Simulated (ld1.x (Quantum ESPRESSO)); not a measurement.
# PBE TM semilocal dataset for copper (Cu), scalar-relativistic all-electron reference.

```json
{"Element": "Cu (Z = 29)", "Generator": "ld1.x (Quantum ESPRESSO) 7.5", "Type": "norm-conserving Troullier–Martins (semilocal form)", "Functional": "PBE", "Relativity": "scalar-relativistic", "Frozen core": "[Ne]", "Valence charge": "19", "Reference configuration": "3s2 3p6 3d10 4s0.75 4p0.25", "Partial waves": "3s (bound): rc 0.65 bohr; 3p (bound): rc 1.15 bohr; 3d (bound): rc 1.50 bohr", "Local potential": "the d channel", "Core correction": "Bessel-smoothed model core inside 0.55 bohr"}
```

Occupied shells without a wave of their own: 4p, 4s. They enter only through the test configuration that unscreens the potential, and ld1.x also counts them in the model core charge.

All-electron outer shells of the reference configuration (PBE, scalar-relativistic, ld1.x):

| shell | level (eV) | outermost node (bohr) | outermost maximum (bohr) |
| --- | --- | --- | --- |
| 2s | -1063.03 | 0.07 | 0.20 |
| 2p | -917.54 | – | 0.16 |
| 3s | -115.30 | 0.29 | 0.61 |
| 3p | -72.75 | 0.26 | 0.62 |
| 3d | -5.64 | – | 0.60 |
| 4s | -5.04 | 0.89 | 2.24 |
| 4p | -1.02 | 0.97 | 3.56 |

Results:

```
Cutoffs needed           : 260 Ry and over 300 Ry (the cutoffs (Ry, on a coarse ladder) from which the occupation-weighted sum of valence levels, in a spherical-Bessel basis at the reference potential, stays within 10 and 1 mRy of its value at 400 Ry)
Ghost test               : no extra level below or beside the all-electron valence levels (s, p, d tested); the semilocal form is local in each channel, so this says nothing of the separable form that plane-wave codes build from it (spherical-Bessel basis up to 400 Ry, 20 bohr box)
Largest excitation error : -672 meV (all-electron minus pseudo) for 3s2 3p6 3d8 4s0 4p0, out of 7 test configurations
```

ld1.x takes every shell without a wave as core, so the model core holds the 4p, 4s electrons as well and exchange and correlation see them twice. This cancels in the reference configuration, but the file is broken for other ones, and its errors say nothing about a proper core correction.

Generation and tests took about 1.8 s on one core of a shared server CPU.
